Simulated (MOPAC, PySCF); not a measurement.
H$_{2}$Br$_{3}$NSi, SMILES `[Si](Br)(N)(Br)Br`, neutral singlet in the gas phase. 

Cartesian coordinates (Å):
```xyz
7

N      1.1039    -0.2406    -0.1933
Si    -0.5295     0.1212     0.0156
Br    -0.8806     2.1375    -0.7936
Br    -1.2393     0.1260     2.1133
Br    -1.6986    -1.4001    -1.0624
H      1.8108     0.4441     0.0222
H      1.4334    -1.1882    -0.1018
```
Charge 0, multiplicity 1.

All levels are single points at this geometry (PBE0-D3(BJ)/def2-TZVP); Pople sets use spherical d functions. Orbital energies aren't observables, and empty levels follow the basis.

HF/STO-3G in PySCF gives HOMO (eV) = -8.83.

Q: Estimate the HOMO (eV) from each of these levels: M06-2X/def2-TZVP in PySCF; PBE-D3(BJ)/def2-TZVP in PySCF; B3LYP/3-21G in PySCF; B3LYP/LANL2DZ in PySCF; M06-2X/6-31G* in PySCF; HF/6-31G* in PySCF; AM1 in MOPAC; PM6 in MOPAC.

A: 
| level | HOMO (eV) |
|---|---|
| M06-2X/def2-TZVP in PySCF | -9.44 |
| PBE-D3(BJ)/def2-TZVP in PySCF | -6.73 |
| B3LYP/3-21G in PySCF | -7.55 |
| B3LYP/LANL2DZ in PySCF | -7.99 |
| M06-2X/6-31G* in PySCF | -9.44 |
| HF/6-31G* in PySCF | -11.27 |
| AM1 in MOPAC | -11.12 |
| PM6 in MOPAC | -10.34 |
